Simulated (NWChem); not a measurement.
# Atomisation of HBBr₂

```
B
H 1 1.2080
Br 1 1.9042 2 119.14
Br 1 1.9042 2 119.14 3 180.00
```
Charge 0, spin multiplicity 1.

Everything below was run with NWChem. Structure: optimised with PBE/def2-SVP, a minimum by its harmonic frequencies.

Basis set: def2-TZVP. The atomisation energy is electronic alone: no zero-point, thermal, spin-orbit or counterpoise terms. No value is extrapolated to the basis-set limit. Free atoms are single determinants with multiplicities B 2, H 2, Br 2.

The Hamiltonian is non-relativistic. B3LYP has NWChem's definition, with VWN1-RPA local correlation. The structure started from a generated list of species. The stability of the SCF solutions was not checked. Open-shell Hartree-Fock references start from PBE0 orbitals.

Q: One of these methods gave an atomisation energy of 285.0 kcal/mol. Which?
A. PBE
B. HF
C. PBE0
D. B3LYP

A: C, PBE0. The others give 289.5 (PBE), 276.7 (B3LYP), 214.1 (HF).
